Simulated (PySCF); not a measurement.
CH₃, SMILES [CH3+], charge +1. Heavy atoms are numbered as in [CH3+:1]. Hydrogens are named by the atom that carries them.

Geometry: ωB97X-D3(BJ)/def2-TZVPD.

Calculation: PBE0/pcSseg-2 (PySCF).

GIAO shieldings, no solvent; atoms alike by connectivity are averaged. δ = σ(ref) − σ: ¹³C against TMS (σ = 186.1 ppm); ¹H against TMS (σ = 31.54 ppm), references at their B3LYP-D3(BJ)/def2-TZVP geometries, non-relativistic.

Computed chemical shifts:
| nucleus | atoms | count | δ (ppm) |
|---|---|---|---|
| ¹³C | C1 (CH3) | 1 | 426.5 |
| ¹H | H on C1 | 3 | 15.93 |
